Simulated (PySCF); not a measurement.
C5H7N3.
Atom-mapped SMILES: `[cH:1]1[cH:2][n:3]([CH:4]2[CH2:5][CH2:6]2)[n:7][n:8]1`

NICS is the negative of the GIAO shielding at a point without a nucleus: at the ring centre (0) and 1 Å above and below it (1); zz is the component along the ring normal. Level: GIAO PBE0/pcSseg-1 (PySCF, non-relativistic, gas phase) on the GFN2-xTB geometry, one conformer.

Rings: 1. C1–C2–N3–N7–N8; 2. C4–C5–C6.

```csv
set,NICS(0),"NICS(1), two faces","NICS(1)zz, two faces"
P,-12.9,-13.2 / -13.2,-33.1 / -33.0
Q,-40.1,-5.3 / -8.2,-19.8 / -23.1
```

Q: Which set (ppm) belongs to which ring?

A: P = 1, Q = 2.
- 1 (5-membered ring with 3 N; formal bonds all aromatic): mean NICS(1)zz -33.1 ppm, shielded. For a flat ring without four-coordinate atoms the NICS criterion counts such a value as aromatic.
- 2 (3-membered carbocycle; formal bonds all single): mean NICS(1)zz -21.5 ppm, shielded. C4, C5, C6 have four or more neighbours, so the value isn't read as a sign of a π ring current.

Q: How do the rings differ in shape?

A: 
```tsv
ring	bond lengths (Å)	rms pucker (Å)	HOMA	nearest outside atom to a NICS(1) probe (Å)
1	1.376, 1.352, 1.329, 1.279, 1.344	0.00	0.95	hydrogen 2.42
2	1.501, 1.496, 1.501	0.00	–	hydrogen 1.43
```

HOMA = 1 − mean of α(R − Ropt)² over the ring bonds, with Krygowski's 1993 parameters (CC: Ropt 1.388 Å, α 257.7 Å⁻²; CN: Ropt 1.334 Å, α 93.52 Å⁻²; NN: Ropt 1.309 Å, α 130.33 Å⁻²). A dash marks a ring with a four-coordinate atom, a triple bond, no multiple bond or a kind of bond without parameters.

Conformer computed: `[cH:1]1[cH:2][n:3]([CH:4]2[CH2:5][CH2:6]2)[n:7][n:8]1`: C2–N3–C4–C5 145°.
